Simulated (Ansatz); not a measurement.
C6H16Cl2GeN2, SMILES `CC[N](C)[Ge]([Cl])([Cl])[N](C)CC`, relaxed with RKS PBE0-D4/def2-TZVP in Ansatz from a PBE-D4/def2-SVP geometry. The force threshold is 0.005 eV/Å; the program also tests the step.

The species carries charge 0 and has multiplicity 1.

Start:

```xyz
27

C    -1.380    0.872   -2.984
C    -0.083    1.230   -2.255
N     0.241    0.292   -1.181
C     0.741   -1.010   -1.599
Ge    0.821    0.923    0.429
Cl   -0.419    2.669    0.897
Cl    2.897    1.638    0.331
N     0.732   -0.389    1.715
C     1.800   -0.479    2.705
C    -0.583   -0.716    2.282
C    -1.710   -0.868    1.266
H    -1.592    1.612   -3.783
H    -2.235    0.867   -2.278
H    -1.328   -0.126   -3.465
H    -0.187    2.243   -1.815
H     0.761    1.287   -2.987
H     0.988   -1.620   -0.707
H     1.655   -0.937   -2.238
H    -0.031   -1.564   -2.176
H     1.891   -1.531    3.056
H     1.619    0.159    3.604
H     2.769   -0.179    2.264
H    -0.879    0.036    3.058
H    -0.455   -1.679    2.829
H    -2.633   -1.189    1.788
H    -1.937    0.085    0.748
H    -1.464   -1.627    0.496
```

(1) By how much does the energy fall, and how many steps does the optimiser take? (Best estimate.)

(2) Which bonds change most? (An estimate is asked.)

(3) Give the relaxed structure. (An estimate is asked.)

Answers

(1) Ansatz gave: 12.52 kJ/mol, in 12 steps.

(2) The calculation gave: Ge5–Cl7 from 2.198 to 2.163 Å; Ge5–Cl6 from 2.193 to 2.159 Å; Ge5–N8 from 1.839 to 1.818 Å; N3–Ge5 from 1.824 to 1.804 Å.

(3) Computed: 
```xyz
27

C    -1.315    0.907   -3.036
C    -0.073    1.244   -2.231
N     0.174    0.293   -1.160
C     0.653   -1.002   -1.599
Ge    0.786    0.892    0.427
Cl   -0.400    2.618    0.951
Cl    2.821    1.609    0.270
N     0.731   -0.403    1.702
C     1.796   -0.450    2.687
C    -0.563   -0.711    2.302
C    -1.681   -0.942    1.307
H    -1.477    1.660   -3.811
H    -2.195    0.883   -2.389
H    -1.230   -0.061   -3.533
H    -0.195    2.238   -1.793
H     0.801    1.299   -2.899
H     0.899   -1.623   -0.736
H     1.548   -0.921   -2.232
H    -0.119   -1.526   -2.171
H     1.851   -1.462    3.101
H     1.635    0.246    3.523
H     2.758   -0.219    2.232
H    -0.859    0.072    3.017
H    -0.419   -1.625    2.891
H    -2.585   -1.238    1.844
H    -1.918   -0.043    0.734
H    -1.424   -1.734    0.602
```
